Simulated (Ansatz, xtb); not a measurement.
**Relative energy of two isomers of C5H12O2**

Structure X is `CC(C)[C@H](O)CO`, a singlet and structure Y is `CC[C@H](O)CCO`, a singlet. Both are isolated molecules in the gas phase, relaxed with B3LYP-D3(BJ)/def2-SVP, each in the lowest conformer that the search found.

Quicker runs give these differences E(Y) − E(X): GFN2-xTB +2.82 kJ/mol; HF/STO-3G −12.54 kJ/mol (at GFN2-xTB geometries); r2SCAN-D4/def2-SVP −2.27 kJ/mol (at GFN2-xTB geometries).

Estimate which is lower in electronic energy at CCSD(T)/def2-SVP + ΔMP2/def2-TZVPP, and by roughly how much.

Too close to call at this level: CCSD(T)/def2-SVP + ΔMP2/def2-TZVPP gives E(Y) − E(X) = −0.66 kJ/mol.

Level by level:

```csv
level,geometry,E(Y) − E(X) (kJ/mol),departure from the last row (kJ/mol),"job, with rough time for the two"
GFN2-xTB,GFN2-xTB,+2.82,+3.48,"optimisation, 0.27 s"
HF/STO-3G,GFN2-xTB,−12.54,−11.88,"single point, 1 s"
r2SCAN-D4/def2-SVP,GFN2-xTB,−2.27,−1.61,"single point, 6.9 s"
B3LYP-D3(BJ)/def2-SVP,B3LYP-D3(BJ)/def2-SVP,−5.54,−4.89,"optimisation, 89 s"
HF/def2-SVP,B3LYP-D3(BJ)/def2-SVP,−9.44,−8.79,part of the CCSD(T) run
MP2/def2-SVP,B3LYP-D3(BJ)/def2-SVP,−0.73,−0.07,part of the CCSD(T) run
CCSD(T)/def2-SVP,B3LYP-D3(BJ)/def2-SVP,−1.19,−0.53,single point
CCSD(T)/def2-SVP + ΔMP2/def2-TZVPP,B3LYP-D3(BJ)/def2-SVP,−0.66,,"single point, 3.2 min"
```

As drawn, both hold the same kinds of bond in the same numbers. Structure X has 2 methyl groups, Y 1.

The largest departure from CCSD(T)/def2-SVP + ΔMP2/def2-TZVPP is that of HF/STO-3G, 11.88 kJ/mol. The last row adds to CCSD(T) the change of the MP2 difference between the two basis sets, here +0.53 kJ/mol.

With thermal terms from frequencies at re-optimised GFN2-xTB minima (ideal gas, soft modes damped towards free rotors, one conformer each, 298.15 K, 1 atm): on the last row, ΔE + ΔZPE = −0.09, ΔH = −0.36, ΔG = −0.71 kJ/mol.

The correlated steps freeze 7 core orbitals. Run with Ansatz 0.2.0, xtb 6.7.1; the last row on 2 threads of Intel(R) Xeon(R) Platinum 8259CL CPU @ 2.50GHz (Skylake/Cascade Lake) on a shared host.
